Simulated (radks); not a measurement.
Values are calculated unless marked as measured or tabulated.
The hydrogen anion H-, [He], held by a Watson sphere: a shell of charge +0.94 at radius R that stands for the Madelung well of a crystal (potential energy -0.94/R inside, -0.94/r outside, in hartree with lengths in bohr). Level of theory: scalar-relativistic Kohn-Sham, r2SCAN, spin-polarised, spherical densities, finite nucleus; meta-GGA in the generalised Kohn-Sham scheme; Fermi nuclear charge, rms radius of each element as measured or else 0.836 A^(1/3) + 0.57 fm (a radial shooting solver on a logarithmic mesh with Libxc functionals).

R (bohr)  e(1s) (eV)  <r> 1s (bohr)  sum of <r^2> (bohr^2)  X-ray form factor at sin(theta)/lambda = 0.2 1/angstrom
1.97          -6.581          1.792                  8.544                                                    0.746
2.79          -5.155          2.020                  11.04                                                    0.627
2.91          -4.988          2.048                  11.38                                                    0.616
3.19          -4.629          2.108                  12.14                                                    0.595
